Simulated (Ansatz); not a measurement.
Geometry optimisation, Ansatz, RKS PBE0/def2-SVP.

The input (input.yaml):

```yaml
crystal:
  periodic: [false, false, false]
  atoms:
    - { symbol: W, position_ang: [0.0, 0.0, 0.0] }
    - { symbol: H, position_ang: [0.0, 0.0, 2.07] }
    - { symbol: H, position_ang: [1.72, 0.0, 0.0] }
    - { symbol: F, position_ang: [0.0, 1.85, 0.0] }
    - { symbol: H, position_ang: [-1.72, 0.0, 0.0] }
    - { symbol: Cl, position_ang: [0.0, -2.39, 0.0] }
    - { symbol: H, position_ang: [0.0, 0.0, -1.72] }
    - { symbol: F, position_ang: [1.4082, -1.4764, 0.6779] }
    - { symbol: H, position_ang: [0.7426, -0.7785, 1.879] }
basis:
  gaussian: { orbitals: def2-SVP }
hamiltonian:
  xc: pbe0
relax:
  f_tol: 0.15
  max_steps: 25
  restrain:
    - { distance: [0, 7], at: 3.05, k: 30.0 }
    - { distance: [8, 1], at: 1.86, k: 30.0 }
    - { distance: [0, 1], at: 1.72, k: 30.0 }
    - { distance: [8, 7], at: 0.92, k: 30.0 }
```

Command:

```bash
$ ansatz run input.yaml --threads 2 --pin off --max-ram 3072MiB --backend cpu --events-out ev --progress --plain --runs-dir out
```

Task: Where does it end, and by what steps?

Result: It converged. The restraints hold the end off the free minimum. After 15 steps the energy has fallen by 8.662 eV (the restraints' own energy left out); Cl6 moved furthest, 1.98 Å. Parted: W1–F8, W1–H9, Cl6–F8. Joined: F8–H9.

```json
{"step": "0", "energy less start (eV)": "0.0000", "largest force component (eV/Å)": "6.090", "accepted": "yes"}
{"step": "1", "energy less start (eV)": "0.1548", "largest force component (eV/Å)": "4.544", "accepted": "yes"}
{"step": "2", "energy less start (eV)": "-1.2939", "largest force component (eV/Å)": "5.121", "accepted": "yes"}
{"step": "3", "energy less start (eV)": "-3.3757", "largest force component (eV/Å)": "2.822", "accepted": "yes"}
{"step": "4", "energy less start (eV)": "-5.4785", "largest force component (eV/Å)": "2.891", "accepted": "yes"}
{"step": "5", "energy less start (eV)": "-6.6846", "largest force component (eV/Å)": "1.541", "accepted": "yes"}
{"step": "6", "energy less start (eV)": "-7.1538", "largest force component (eV/Å)": "0.957", "accepted": "yes"}
{"step": "7", "energy less start (eV)": "-7.3533", "largest force component (eV/Å)": "1.477", "accepted": "yes"}
{"step": "8", "energy less start (eV)": "-7.5681", "largest force component (eV/Å)": "1.575", "accepted": "yes"}
{"step": "9", "energy less start (eV)": "-7.7685", "largest force component (eV/Å)": "1.542", "accepted": "yes"}
{"step": "10", "energy less start (eV)": "-7.9825", "largest force component (eV/Å)": "1.130", "accepted": "yes"}
{"step": "11", "energy less start (eV)": "-8.2465", "largest force component (eV/Å)": "0.569", "accepted": "yes"}
{"step": "12", "energy less start (eV)": "-8.4493", "largest force component (eV/Å)": "1.082", "accepted": "yes"}
{"step": "13", "energy less start (eV)": "-8.5854", "largest force component (eV/Å)": "0.730", "accepted": "yes"}
{"step": "14", "energy less start (eV)": "-8.6450", "largest force component (eV/Å)": "0.553", "accepted": "yes"}
{"step": "15", "energy less start (eV)": "-8.6625", "largest force component (eV/Å)": "0.291", "accepted": "yes"}
```

```xyz
9
Properties=species:S:1:pos:R:3
W -0.151 0.236 -0.110
H 0.415 0.378 1.499
H 1.483 0.553 0.081
F -0.964 1.794 -0.601
H -0.910 -0.674 1.053
Cl -1.230 -1.495 -1.262
H 0.979 -0.402 -1.146
F 1.377 -1.924 1.393
H 1.153 -1.260 1.999
```

Whether the end is a true minimum wasn't checked by a vibrational analysis.

Time of the run: 5 min on 2 threads of Intel(R) Xeon(R) Processor @ 2.50GHz (Skylake/Cascade Lake), with other jobs on the host, peak memory 0.24 GiB.
